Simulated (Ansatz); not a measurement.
```xyz
8

O     0.0000    1.1906    0.0000
O     0.0000   -1.1906    0.0000
Mn    1.3500    0.0000    0.0000
F     2.3606    0.0000    1.4287
F     2.3606    0.0000   -1.4287
Mn   -1.3500    0.0000    0.0000
F    -2.3606    0.0000    1.4287
F    -2.3606    0.0000   -1.4287
```

Basis set: def2-SVP on O, F; pcseg-2 on Mn. Charge 0. Computed with Ansatz (development build ahead of 0.2.0); the lowest solution found for each multiplicity.

(1) How do the multiplicities compare at this shape? Give, from the lowest of each method, PBE0 (unrestricted) for 1, 7; PBE0 (restricted) for 1, 7; HF (restricted) for 1, 7; HF (unrestricted) for 1, 7.

## Answers

(1)

```tsv
method	multiplicity	E (eV)	<S²>
PBE0, unrestricted	1	0.000	3.10
PBE0, unrestricted	7	0.387	12.16
PBE0, restricted	1	2.934	0.00
PBE0, restricted	7	0.000	12.00
HF, restricted	1	5.763	0.00
HF, restricted	7	0.000	12.00
HF, unrestricted	1	0.507	4.81
HF, unrestricted	7	0.000	13.85
```

Caution for PBE0, unrestricted, HF, unrestricted: the unrestricted determinant is a mixture of spin states. Caution for PBE0, restricted, HF, restricted: an unrestricted determinant lies well below.
